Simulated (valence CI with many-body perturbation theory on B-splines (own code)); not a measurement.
## E1 transitions of Pm LVII

Level of theory: configuration interaction combined with many-body perturbation theory (CI+MBPT): three valence electrons over a frozen Dirac-Fock core [He], a basis of 11 s, 11 p, 10 d, 8 f, 5 g, 2 h functions for each j, with the one-electron correlation potential Σ1, the two-electron term Σ2, the three-electron term Σ3, Breit, model QED; selected CI, second order for the rest, scaled by the run's own slope (own B-spline code, finite nucleus).

No measured spectrum was set against this ion. As an estimate, large intervals hold to a few tenths of a per cent, small ones and those within an open d or f shell to about a per cent.

Lines 201 to 250 of 565 in falling wavelength, among levels below 9873.5 eV, chosen from the strongest by gf and those to the six lowest levels. Wavelengths and rates use the calculated energies. Electric multipoles are in the length gauge, E1 and E2 with the static RPA response of the core. Weak lines are less certain than strong ones. Lines between different terms over intervals too small for the method are left out, as are lines whose strength nearly cancels. The highest levels of a list are the least certain.

Levels are named by their leading jj configuration (3d3/2^4 stands for four electrons in 3d with j = 3/2), which in mixed levels can hold well under half, so a name can repeat and another be missing. Letters in brackets count levels of one name in rising energy.

```
λ vac (nm)                          Upper                       Lower   A (s⁻¹)  S (a.u.)
     1.498  (2p1/2 2p3/2 3d3/2) J=5/2 [a]  (2s 2p1/2 3d3/2) J=3/2 [a]  6.03e+11  6.00e-03
     1.497     (2s 2p3/2 3d5/2) J=5/2 [b]          (2s^2 3d5/2) J=5/2  1.83e+12  1.82e-02
     1.496      (2p1/2 2p3/2 3d5/2) J=1/2      (2s 2p1/2 3d5/2) J=3/2  1.34e+12  4.43e-03
     1.494  (2p1/2 2p3/2 3d5/2) J=3/2 [a]  (2s 2p1/2 3d5/2) J=5/2 [a]  5.83e+11  3.84e-03
     1.494  (2p1/2 2p3/2 3d5/2) J=7/2 [b]      (2s 2p1/2 3d5/2) J=7/2  6.52e+11  8.57e-03
     1.493        (2s 2p3/2 3s) J=3/2 [b]             (2s^2 3s) J=1/2  1.86e+12  1.22e-02
     1.493  (2p1/2 2p3/2 3p3/2) J=5/2 [b]      (2s 2p1/2 3p3/2) J=5/2  5.59e+11  5.51e-03
     1.493     (2s 2p3/2 3p3/2) J=3/2 [b]          (2s^2 3p3/2) J=3/2  1.84e+12  1.21e-02
     1.493     (2s 2p3/2 3d5/2) J=3/2 [b]          (2s^2 3d5/2) J=5/2  2.02e+12  1.33e-02
     1.492  (2p1/2 2p3/2 3d3/2) J=1/2 [a]  (2s 2p1/2 3d3/2) J=3/2 [a]  1.46e+12  4.79e-03
     1.491  (2p1/2 2p3/2 3d5/2) J=5/2 [a]  (2s 2p1/2 3d5/2) J=5/2 [a]  4.60e+11  4.52e-03
     1.490     (2s 2p3/2 3d3/2) J=3/2 [b]          (2s^2 3d3/2) J=3/2  1.36e+12  8.85e-03
     1.488     (2s 2p3/2 3p3/2) J=1/2 [b]          (2s^2 3p3/2) J=3/2  1.84e+12  5.97e-03
     1.484             (2p3/2^2 3s) J=3/2     (2s 2p3/2 3s) J=3/2 [a]  1.23e+12  7.94e-03
     1.483     (2s 2p3/2 3d3/2) J=1/2 [b]          (2s^2 3d3/2) J=3/2  1.32e+12  4.26e-03
     1.479          (2p3/2^2 3d3/2) J=7/2      (2s 2p3/2 3d3/2) J=7/2  1.12e+12  1.43e-02
     1.478          (2p3/2^2 3d3/2) J=5/2  (2s 2p3/2 3d3/2) J=5/2 [a]  6.00e+11  5.74e-03
     1.477          (2p3/2^2 3p3/2) J=7/2      (2s 2p3/2 3p3/2) J=7/2  1.23e+12  1.57e-02
     1.477          (2p3/2^2 3p1/2) J=3/2  (2s 2p3/2 3p1/2) J=3/2 [a]  1.32e+12  8.38e-03
     1.477          (2p3/2^2 3p1/2) J=5/2      (2s 2p3/2 3p1/2) J=5/2  1.36e+12  1.29e-02
     1.475          (2p3/2^2 3d5/2) J=7/2      (2s 2p3/2 3d5/2) J=9/2  3.79e+11  4.80e-03
     1.473          (2p3/2^2 3d5/2) J=9/2      (2s 2p3/2 3d5/2) J=9/2  1.15e+12  1.82e-02
     1.473          (2p1/2 2p3/2^2) J=3/2      (2s 2p1/2 2p3/2) J=5/2  1.78e+11  1.12e-03
     1.470         (2s 2p1/2 2p3/2) J=1/2          (2s^2 2p1/2) J=1/2  2.24e+12  7.03e-03
     1.468     (2s 2p1/2 2p3/2) J=3/2 [b]          (2s^2 2p1/2) J=1/2  1.91e+12  1.19e-02
     1.464      (2p3/2^2 3d5/2) J=5/2 [a]  (2s 2p3/2 3d5/2) J=7/2 [a]  6.74e+11  6.26e-03
     1.463             (2p3/2^2 3s) J=5/2         (2s 2p3/2 3s) J=5/2  1.32e+12  1.23e-02
     1.459          (2p1/2 2p3/2^2) J=1/2  (2s 2p1/2 2p3/2) J=3/2 [b]  2.31e+12  7.09e-03
     1.457          (2p1/2 2p3/2^2) J=1/2      (2s 2p1/2 2p3/2) J=1/2  1.02e+12  3.10e-03
     1.450             (2s 2p3/2^2) J=1/2          (2s^2 2p3/2) J=3/2  1.82e+12  5.47e-03
     1.449          (2p1/2^2 2p3/2) J=3/2          (2s 2p1/2^2) J=1/2  1.41e+12  8.50e-03
     1.449             (2s 2p3/2^2) J=3/2          (2s^2 2p3/2) J=3/2  3.20e+12  1.92e-02
     1.436          (2p1/2 2p3/2^2) J=5/2      (2s 2p1/2 2p3/2) J=5/2  1.40e+12  1.22e-02
     1.413          (2p1/2 2p3/2^2) J=3/2  (2s 2p1/2 2p3/2) J=3/2 [a]  1.55e+12  8.66e-03
     1.384                (2p3/2^3) J=3/2          (2s 2p3/2^2) J=5/2  9.22e+11  4.83e-03
     1.380          (2p1/2 2p3/2^2) J=5/2  (2s 2p1/2 2p3/2) J=3/2 [a]  2.95e+10  2.29e-04
    0.5869         (2s 2p1/2 4p1/2) J=3/2      (2s 2p1/2 3d3/2) J=5/2  5.02e+12  2.00e-03
    0.5845             (2p1/2^2 4s) J=1/2       (2p1/2^2 3p3/2) J=3/2  2.23e+13  4.39e-03
    0.5842            (2s 2p1/2 4s) J=3/2  (2s 2p1/2 3p3/2) J=3/2 [b]  4.65e+12  1.83e-03
    0.5841     (2s 2p1/2 4p3/2) J=3/2 [b]  (2s 2p1/2 3d5/2) J=5/2 [b]  3.82e+12  1.50e-03
    0.5835          (2p1/2^2 4p3/2) J=3/2       (2p1/2^2 3d5/2) J=5/2  4.57e+12  1.79e-03
    0.5834            (2s 2p1/2 4s) J=3/2      (2s 2p1/2 3p3/2) J=5/2  1.67e+13  6.56e-03
    0.5833        (2s 2p1/2 4s) J=1/2 [a]  (2s 2p1/2 3p3/2) J=3/2 [a]  2.23e+13  4.36e-03
    0.5828                (2s^2 4s) J=1/2          (2s^2 3p3/2) J=3/2  2.16e+13  4.22e-03
    0.5827        (2s 2p1/2 4s) J=1/2 [b]  (2s 2p1/2 3p3/2) J=3/2 [b]  1.28e+13  2.51e-03
    0.5823     (2s 2p1/2 4p3/2) J=3/2 [a]  (2s 2p1/2 3d5/2) J=5/2 [a]  4.22e+12  1.64e-03
    0.5816             (2s^2 4p3/2) J=3/2          (2s^2 3d5/2) J=5/2  4.64e+12  1.80e-03
    0.5814         (2s 2p1/2 4p3/2) J=5/2      (2s 2p1/2 3d5/2) J=7/2  3.96e+12  2.30e-03
    0.5806             (2s^2 4f7/2) J=7/2      (2s 2p1/2 3p3/2) J=5/2  2.45e+12  1.89e-03
    0.5754     (2s 2p1/2 4f7/2) J=7/2 [a]  (2s 2p1/2 3d5/2) J=5/2 [b]  7.81e+12  5.87e-03
```
